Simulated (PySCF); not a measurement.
**Dipole response of Si⁺ (silicon, charge +1)**

[Ne] 3s2 3p1, 2P determinant. Calculation: PySCF 2.14, in aug-cc-pVQZ-DK (7s6p4d3f2g, 84 functions); scalar relativity by spin-free X2C-1e. Coupled (time-dependent) response in atomic units; α is the mean over directions.

| method | mean α (bohr³) | α xx, yy, zz | C₆ (like pair) | S(−4) |
| --- | --- | --- | --- | --- |
| UHF | 19.44 | 19.00, 20.32, 19.00 | 104.1 | 153.0 |
| PBE | 18.99 | 18.30, 20.38, 18.30 | 99.89 | 148.0 |
| PBE0 | 18.96 | 18.39, 20.11, 18.39 | 100.0 | 145.7 |
| wB97X-V | 19.03 | 18.56, 19.98, 18.56 | 100.6 | 146.0 |
| TPSS | 19.09 | 18.56, 20.14, 18.56 | 102.1 | 145.0 |

S(−4) is the Cauchy moment in α(ω) = α(0) + S(−4) ω² + …

α(iu) at wB97X-V:

```tsv
u (hartree)	α(iu) (bohr³)
0	19.03
0.0500	18.67
0.100	17.68
0.200	14.61
0.300	11.39
0.500	6.755
0.750	3.831
1.00	2.427
1.50	1.232
2.00	0.7589
3.00	0.3901
5.00	0.1724
```

A single London oscillator, α(iu) = α/(1 + u²/ω²), gives C₆ = (3/4) ω α². Matching the computed C₆ needs ω = 4 × 100.6 / (3 × 19.03²) = 0.370 hartree.

For an ion, C₆ is the dispersion term alone; charge-induced terms of lower order in 1/R come first.

The components differ because the open shell of this determinant is not spherical; for a pure term their mean is the scalar polarisability.
